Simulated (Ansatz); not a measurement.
`CB(O)F` + `[CH3]`• → `CB([O])F`• + CH₄ at 500 K and 1 bar (hydrogen abstraction from the O–H bond).

Isolated molecules relaxed with PBE0-D4/def2-TZVP in Ansatz; ΔE leaves out vibrations. CCSD(T)/CBS adds triple-zeta CCSD(T) − MP2 to the extrapolated MP2 energy (def2 sets, frozen cores). This one scheme is used for every species. No spin–orbit coupling; open shells (•) take unrestricted orbitals. Each species was taken in one conformer, which may not be the lowest.

```
    species  CCSD(T)/CBS energy (Eh)  H − E (kJ/mol)  S (J/(mol·K))
   `CB(O)F`               -240.35473           187.4          340.3
   `[CH3]`•                -39.78218            97.2          216.4
`CB([O])F`•               -239.65675           150.9          338.7
        CH₄                -40.46206           135.6          206.8
```

H − E and S are ideal-gas, rigid-rotor, harmonic terms from PBE0-D4/def2-TZVP, for one conformer and one mirror image of each species, with the whole ground term of open shells counted as degenerate. 1 Eh = 2625.50 kJ/mol, R = 8.31446 J/(mol·K).

Question: By hand: ΔE, ΔH, ΔS and ΔG.

Answer: ΔE = (-239.65675) + (-40.46206) − (-240.35473) − (-39.78218) = 0.01810 Eh = 47.5 kJ/mol. Δ(H − E) = 150.9 + 135.6 − 187.4 − 97.2 = 1.9, so ΔH = 49.4 kJ/mol. ΔS = 338.7 + 206.8 − 340.3 − 216.4 = -11.2 J/(mol·K). ΔG = 49.4 − 500 × (-11.2)/1000 = 55.0 kJ/mol.

Question: By hand: the equilibrium constant, and the temperature at which ΔG would vanish if ΔH and ΔS stayed fixed.

Answer: log₁₀ K = −ΔG/(RT ln 10) = -5.7. ΔH and −TΔS have one sign here, so there is no such temperature.

The number of gas molecules stays the same, so ΔS is small and ΔH decides. A doubt of 5 kJ/mol in ΔE shifts log₁₀ K by 0.5 here. Other conformers and mirror images would add mixing entropy, several J/(mol·K) or more a flexible species. These are equilibria of isolated gas molecules and say nothing of rates. Largest T1 diagnostic: 0.018 (customary marks: 0.02 for closed shells, 0.045 for open ones).

ΔS is within the doubt of such terms, so its sign, and with it that verdict, could turn.
